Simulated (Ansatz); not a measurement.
Consider the cleavage of the P–Si bond: `O[SiH2][SiH2]P` + `[OH][AlH2]` → `[AlH2][O]P` + `O[SiH2][SiH3]`.

Gas-phase electronic energies from Ansatz, PBE0-D4/def2-TZVP geometries. CBS: MP2 limit from def2 TZ/QZ plus the TZ coupled-cluster correction, frozen cores. This one scheme is used for every species. Functionals use def2-TZVPP. B3LYP here is the variant with VWN-RPA as its local correlation; programs differ in this. Each species was taken in one conformer, which may not be the lowest.

`O[SiH2][SiH2]P`:

```xyz
11

O    -1.502   -0.124    1.326
Si   -0.306   -1.095    0.721
Si    1.256    0.356   -0.234
P     0.303    1.796   -1.692
H    -2.238   -0.547    1.770
H     0.284   -1.947    1.796
H    -0.840   -2.021   -0.322
H     1.946    1.159    0.812
H     2.287   -0.429   -0.969
H    -0.403    0.772   -2.381
H    -0.788    2.079   -0.827
```

`[OH][AlH2]`:

Cartesian coordinates in Å:
```
O 1.126 0.146 0.438
Al -0.357 -0.035 -0.364
H 1.217 0.111 1.389
H -1.680 -0.276 0.475
H -0.306 0.054 -1.938
```

`[AlH2][O]P`:

Z-matrix (Å, degrees):
```
Al
O 1 1.689
H 1 1.576 2 116.4
H 1 1.580 2 118.3 3 180.0
P 2 1.623 1 150.2 3 -170.1
H 5 1.432 2 101.1 1 -39.5
H 5 1.428 2 99.3 1 -132.5
```

`O[SiH2][SiH3]`:

Z-matrix (Å, degrees):
```
Si
Si 1 2.347
O 1 1.654 2 112.4
H 1 1.484 2 110.6 3 117.6
H 1 1.493 2 108.5 3 -123.5
H 2 1.489 1 110.0 3 177.8
H 2 1.491 1 110.1 3 58.6
H 2 1.488 1 111.4 3 -61.5
H 3 0.958 1 117.6 2 -58.8
```

| level | ΔE (kcal/mol) |
| --- | --- |
| PBE-D4 | 11.6 |
| r2SCAN-D4 | 9.8 |
| B2PLYP | 7.0 |
| B3LYP | 6.0 |
| MP2/def2-TZVPP | 9.6 |
| CCSD/def2-TZVPP | 7.6 |
| CCSD(T)/def2-TZVPP | 8.7 |
| HF/def2-QZVPP | 0.7 |

Q: What does CCSD(T)/CBS give? (An estimate is asked.)

A: Ansatz gave: +9.1 kcal/mol. The listed levels differ from it by 2.5, 0.7, -2.1, -3.1, 0.5, -1.5, -0.4, -8.4 kcal/mol.

Largest T1 diagnostic among the species: 0.014.

In def2-TZVPP, CCSD(T) changes the Hartree–Fock value by +7.3 kcal/mol (the triples alone add +1.1 kcal/mol) and MP2 by +8.2 kcal/mol. The D4 term adds +1.3 kcal/mol with B3LYP and +0.8 kcal/mol with PBE0; it sums over pairs of atoms, weighted by their polarisabilities, and B3LYP, whose exchange is more repulsive, gets the larger term.
